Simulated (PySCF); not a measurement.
Compound: [SnF3]- (charge -1).
Structure used (PBE0-D3(BJ)/def2-SVP), in Å, numbered top down from 1:
```
atom  x, y, z in Å
Sn1   -0.0079    0.0073    0.7889
F2     1.7073   -0.0296   -0.2426
F3    -0.8286    1.4859   -0.2843
F4    -0.8707   -1.4636   -0.2619
```

Method used: PBE0-D3(BJ)/def2-SVP geometry optimisation, gas phase, def2 core potentials past Kr in PySCF.

Q: Which atoms are bound to Sn1, and at what distances?

A: 3 atoms: F2 2.002 Å, F3 2.003 Å, F4 2.003 Å.

Q: List the angles at Sn1.

A: 
```
    angle  degrees  distance of the outer atoms (Å)
F2–Sn1–F3     95.1                             2.95
F2–Sn1–F4     94.9                             2.95
F3–Sn1–F4     94.8                             2.95
```

Q: What is the shape at Sn1?

A: Pyramidal: angles 95.1°, 94.9° and 94.8°, sum 284.8°, 1.05 Å off the plane of its three neighbours.

Q: What are the rotational constants (commonest isotopes, rigid rotor)?

A: A = 4033, B = 4022, C = 3054 MHz: an oblate symmetric top.

Point group: C3v (every atom within 0.08 Å of its image). Charge -1, singlet. PBE0-D3(BJ)/def2-SVP frequencies: not computed here.

On Arm Neoverse V2, one thread, no GPU (shared host), this took 9.8 s wall. These figures are those of the optimisation.
